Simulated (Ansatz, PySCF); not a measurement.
Se(Me)(SMe) (C₂H₆SSe), SMILES CS[Se]C. Atoms are numbered in the order given.

```xyz
10

Se     0.3566     0.3038     0.7826
C      1.0986     1.5829    -0.4784
H      1.9208     1.1197    -1.0388
H      1.4824     2.4302     0.1096
H      0.3224     1.9424    -1.1671
S     -0.2111    -1.2668    -0.6264
C     -1.8576    -0.7179    -1.1515
H     -2.5418    -0.6540    -0.2942
H     -2.2297    -1.4771    -1.8570
H     -1.8100     0.2525    -1.6660
```
Charge 0, spin multiplicity 1.

Geometry optimised at ωB97X-D3(BJ)/def2-SVP. One conformer was computed; it need not be the lowest.

Two levels are set side by side: PBE-D3(BJ)/def2-SVP (Ansatz, a quantum-chemistry and plane-wave program) and ωB97X-D3(BJ)/def2-SVP (PySCF). Each level has its own optimised geometry; the coordinates shown are those of the second. Frequencies come from the Hessian of PySCF at each geometry. Differences are taken from unrounded values.

| quantity | ωB97X-D3(BJ) |
|---|---|
| mean bond length (Å) | 1.393 |
| bond Se1–C2 (Å) | 1.943 |
| bond Se1–S6 (Å) | 2.185 |
| bond S6–C7 (Å) | 1.813 |
| bond C2–H3 (Å) | 1.098 |
| bond C2–H4 (Å) | 1.101 |
| bond C2–H5 (Å) | 1.098 |
| bond C7–H8 (Å) | 1.099 |
| bond C7–H9 (Å) | 1.101 |
| bond C7–H10 (Å) | 1.099 |
| highest harmonic wavenumber (cm⁻¹) | 3214 |
| mean harmonic wavenumber (cm⁻¹) | 1410 |
| zero-point energy (kcal/mol) | 48.38 |

**Question.** What does PBE-D3(BJ) give, and how far is it from ωB97X-D3(BJ)? (An estimate is asked for; the answer gives what the named calculation found.)

**Answer.** 
```csv
quantity,PBE-D3(BJ),PBE-D3(BJ) minus ωB97X-D3(BJ)
mean bond length (Å),1.406,0.013
bond Se1–C2 (Å),1.971,0.028
bond Se1–S6 (Å),2.214,0.029
bond S6–C7 (Å),1.831,0.018
bond C2–H3 (Å),1.105,0.008
bond C2–H4 (Å),1.108,0.008
bond C2–H5 (Å),1.106,0.007
bond C7–H8 (Å),1.107,0.008
bond C7–H9 (Å),1.110,0.008
bond C7–H10 (Å),1.107,0.008
highest harmonic wavenumber (cm⁻¹),3115,-99
mean harmonic wavenumber (cm⁻¹),1347,-63
zero-point energy (kcal/mol),46.22,-2.16
```

GGA bonds tend to be longer and softer than those of functionals with exact exchange. Differences between two approximate levels are no errors against the true value.
